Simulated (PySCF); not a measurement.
Electron correlation in Ge⁺ (germanium, charge +1)

[Ar] 3d10 4s2 4p1, 2P determinant. All numbers are calculated (PySCF 2.14, scalar relativity by spin-free X2C-1e, in x2c-TZVPPall (6s5p4d1f, 48 functions)). Frozen: [Ar] 3d10; 3 electrons correlated.

| level | correlation energy (mhartree) |
| --- | --- |
| CCSD | -50.02 |
| (T) | -0.75 |
| CCSD(T) | -50.77 |
| CCSDT | -51.02 |

Diagnostics: T1 = 0.0098, D1 = 0.0231, largest double amplitude 0.093.

**Question.** Is a single reference adequate?

**Answer.** Mostly. T1 lies below 0.03, but a double amplitude of this size points to a near-degeneracy that CCSD handles and MP2 describes poorly.
